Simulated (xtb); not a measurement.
AlClHI, SMILES [AlH]([Cl])[I]. All values are semi-empirical tight-binding results from xtb (GFN2-xTB unless named), good for trends rather than for accurate numbers. Geometry optimised at GFN2-xTB.

For metal compounds this method's bond lengths and energies can be far off.

Computed properties:
```yaml
point_group_as_xtb_finds_it: Cs
orbital_gap: 4.82 eV
zero_point_energy: 5.8 kcal/mol
G − E(el) at 298.15 K (modified RRHO): -13.1 kcal/mol
```
